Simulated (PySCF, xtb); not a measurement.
H₅O₃PSi, SMILES O[Si](O)(O)P.

Geometry: B3LYP-D3(BJ)/def2-SVP. The structure was generated by enumeration, and PubChem lists no compound with its InChIKey, so it may never have been made. One conformer was computed; it need not be the lowest.

The numbers are results of C-PCM-M06-2X/def2-SVP (PySCF), not measurements.

The values are the electrostatic part of the solvation free energy, E(continuum) − E(gas) at the gas-phase geometry, in a cavity of scaled van der Waals radii (PySCF's table); cavitation and dispersion terms are not included. In vacuum the orbital gap is 10.15 eV. The dipole moment in vacuum is 1.59 D.

Computed values in water (ε = 78.36), ethylethanoate (ε = 5.99), 1-octanol (ε = 9.86):
```tsv
solvent	ε	ΔG(elec) (kcal/mol)	dipole (D)	gap (eV)
water	78.36	-10.3	2.04	10.45
ethylethanoate	5.99	-8.6	1.95	10.42
1-octanol	9.86	-9.3	1.99	10.43
```

For comparison, GFN2-xTB/ALPB(water) (xtb, at the GFN2-xTB geometry, all terms of that model) gives -11.4 kcal/mol.
